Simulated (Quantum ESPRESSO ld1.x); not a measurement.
The numbers below are computed, except where a source is named.
Species: Pb2+. Configuration: [Hg]. Level of theory: scalar-relativistic Kohn-Sham, PBE, spin-unpolarised, spherical densities, point nucleus (ld1.x of Quantum ESPRESSO 7.5).

Unscreened Slater integrals over Kohn-Sham orbitals (hartree). Empty in this configuration: 6p, 7s.

integral,value
"F0(7s,7s)",0.18170
"F0(7s,6p)",0.21665
"G1(7s,6p)",0.030660
"F0(7s,6s)",0.22538
"G0(7s,6s)",0.013454
"F0(7s,5d)",0.23826
"G2(7s,5d)",0.013789
"F0(7s,5p)",0.24251
"G1(7s,5p)",0.0070365
"F0(6p,6p)",0.32419
"F2(6p,6p)",0.17694
"F0(6p,6s)",0.35885
"G1(6p,6s)",0.22079
"F0(6p,5d)",0.39814
"F2(6p,5d)",0.12642
"G1(6p,5d)",0.051172
"G3(6p,5d)",0.042875
"F0(6p,5p)",0.40976
"F2(6p,5p)",0.094190
"G0(6p,5p)",0.016001
"G2(6p,5p)",0.021609
"F0(6s,6s)",0.41394
"F0(6s,5d)",0.48867
"G2(6s,5d)",0.10595
"F0(6s,5p)",0.51033
"G1(6s,5p)",0.039317
"F0(5d,5d)",0.69939
"F2(5d,5d)",0.36481
"F4(5d,5d)",0.24314
"F0(5d,5p)",0.78587
"F2(5d,5p)",0.39521
"G1(5d,5p)",0.48054
"G3(5d,5p)",0.29883
"F0(5p,5p)",0.92026
"F2(5p,5p)",0.49641
